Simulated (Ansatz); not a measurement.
(CdS)6 prism (Cd₆S₆). The state is a triplet with charge 0. Geometry r2SCAN-D4/def2-SVP, that of the neutral singlet; atoms count from 1.

Cartesian coordinates in Å:
```
Cd -0.254 -2.307 -0.629
S 1.943 -2.319 0.492
Cd 1.397 -0.383 1.919
S -0.440 0.953 2.880
Cd -2.076 0.196 1.197
S -2.598 -1.562 -0.452
Cd -1.397 0.383 -1.919
S 0.440 -0.953 -2.880
Cd 2.076 -0.196 -1.197
S 2.598 1.562 0.452
Cd 0.254 2.307 0.630
S -1.943 2.319 -0.492
```

In the def2 sets Cd takes a core potential; there is no spin–orbit coupling. Single mean-field runs in def2-TZVP are fitted with def2-universal-jkfit. At PBE0-D4/def2-TZVP a singlet of charge 0 lies 2.90 eV below the triplet at the same geometry.

Q: Estimate the Mulliken populations from the PBE0/def2-TZVP orbitals of Ansatz.

A: 
| atom | charge (e) | spin (α − β) | d electrons |
| --- | --- | --- | --- |
| Cd1 | 0.55 | 0.16 | 10.00 |
| S2 | -0.54 | 0.24 | – |
| Cd3 | 0.56 | 0.16 | 10.01 |
| S4 | -0.54 | 0.24 | – |
| Cd5 | 0.55 | 0.16 | 10.00 |
| S6 | -0.59 | 0.04 | – |
| Cd7 | 0.56 | 0.16 | 10.01 |
| S8 | -0.54 | 0.24 | – |
| Cd9 | 0.55 | 0.16 | 10.00 |
| S10 | -0.59 | 0.04 | – |
| Cd11 | 0.55 | 0.16 | 10.00 |
| S12 | -0.54 | 0.24 | – |
Mulliken values and Mayer orders depend strongly on the basis.

Q: Where does the spin sit?

A: Summed by element: Cd 0.96, S 1.04, of 2 unpaired in all. Largest on single atoms: S8 0.24, S2 0.24, S4 0.24.

Q: And the Mayer bond orders between bonded heavy atoms (over 0.3)?

A: Cd1–S2 0.71 (2.47 Å); Cd1–S6 0.72 (2.47 Å); Cd1–S8 0.39 (2.72 Å); S2–Cd3 0.69 (2.47 Å); S2–Cd9 0.39 (2.72 Å); Cd3–S4 0.69 (2.47 Å); Cd3–S10 0.44 (2.72 Å); S4–Cd5 0.70 (2.47 Å); S4–Cd11 0.39 (2.72 Å); Cd5–S6 0.72 (2.47 Å); Cd5–S12 0.39 (2.72 Å); S6–Cd7 0.44 (2.72 Å); Cd7–S8 0.69 (2.47 Å); Cd7–S12 0.69 (2.47 Å); S8–Cd9 0.71 (2.47 Å); Cd9–S10 0.72 (2.47 Å); S10–Cd11 0.72 (2.47 Å); Cd11–S12 0.70 (2.47 Å).
